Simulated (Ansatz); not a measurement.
A further run on N-butyl-N-methylpyrrolidinium iodide, `CCCC[N+]1(C)CCCC1.[I-]`.

```yaml
crystal:
  periodic: [false, false, false]
  atoms:
    - {symbol: C, position_ang: [4.192483, 0.488713, 0.051075]}
    - {symbol: C, position_ang: [2.983267, -0.430152, 0.095845]}
    - {symbol: C, position_ang: [1.660260, 0.327274, 0.027338]}
    - {symbol: C, position_ang: [0.503933, -0.640839, 0.138693]}
    - {symbol: N, position_ang: [-0.865366, -0.034898, 0.016530]}
    - {symbol: C, position_ang: [-1.056643, 1.043774, 1.028864]}
    - {symbol: C, position_ang: [-1.904284, -1.107246, 0.227466]}
    - {symbol: C, position_ang: [-3.179480, -0.535686, -0.373198]}
    - {symbol: C, position_ang: [-2.707976, 0.481952, -1.436247]}
    - {symbol: C, position_ang: [-1.182324, 0.463520, -1.357124]}
    - {symbol: H, position_ang: [4.213454, 1.086129, -0.875909]}
    - {symbol: H, position_ang: [5.130742, -0.084340, 0.098864]}
    - {symbol: H, position_ang: [4.190234, 1.191558, 0.900118]}
    - {symbol: H, position_ang: [3.033896, -1.156507, -0.735315]}
    - {symbol: H, position_ang: [2.997728, -1.026280, 1.024536]}
    - {symbol: H, position_ang: [1.616783, 0.911687, -0.910384]}
    - {symbol: H, position_ang: [1.630615, 1.045580, 0.862556]}
    - {symbol: H, position_ang: [0.507000, -1.135854, 1.132059]}
    - {symbol: H, position_ang: [0.558477, -1.413027, -0.644632]}
    - {symbol: H, position_ang: [-0.837839, 0.606550, 2.023360]}
    - {symbol: H, position_ang: [-2.095135, 1.391152, 0.990618]}
    - {symbol: H, position_ang: [-0.381873, 1.874691, 0.796336]}
    - {symbol: H, position_ang: [-1.548984, -1.984025, -0.332588]}
    - {symbol: H, position_ang: [-1.912070, -1.366098, 1.303014]}
    - {symbol: H, position_ang: [-3.797486, -0.050835, 0.395888]}
    - {symbol: H, position_ang: [-3.791228, -1.340083, -0.803072]}
    - {symbol: H, position_ang: [-3.036198, 0.216652, -2.450581]}
    - {symbol: H, position_ang: [-3.103689, 1.486724, -1.230792]}
    - {symbol: H, position_ang: [-0.700585, 1.435808, -1.520044]}
    - {symbol: H, position_ang: [-0.748686, -0.262147, -2.060302]}
    - {symbol: I, position_ang: [-0.369004, -1.483757, 3.616998]}
basis:
  gaussian: {orbitals: def2-mTZVP}
hamiltonian: {xc: {name: BHLYP}, dispersion: d3bj}
```

```sh
$ ansatz run in.yaml --threads 4 --pin off --events-out ev --progress --plain --max-ram 6963MiB
```

It prints (some lines left out):

```
Functional definition: BHLYP
3464 factors; their error is unknown
mean field evaluation 1: about -19230.6865 eV, gradient 6.9e1 eV
mean field evaluation 2: about -19234.5625 eV, gradient 5.7e1 eV
mean field evaluation 4: about -19242.1217 eV, gradient 2.0e0 eV
mean field evaluation 8: about -19242.1225 eV, gradient 1.4e-1 eV
mean field evaluation 16: about -19242.5594 eV, gradient 7.6e-3 eV
mean field -19242.55939668 eV, -707.1510147528 hartree, gradient 4.4e-5 eV, S^2 0.000000; 0 other end points of the search recorded, 0 dependent functions left out
reference -19242.55967560 eV, -707.1510250028 hartree; 53, 53 occupied and 233, 233 virtual orbitals, 3464 factors
Total energy: -19243.75896569 eV, -707.1950981009 hartree
```

It took 14 s on 4 threads of Arm Neoverse V1 on a shared host, peak host memory 1.4 GiB.

In the def2 sets I takes a core potential; there is no spin–orbit coupling.
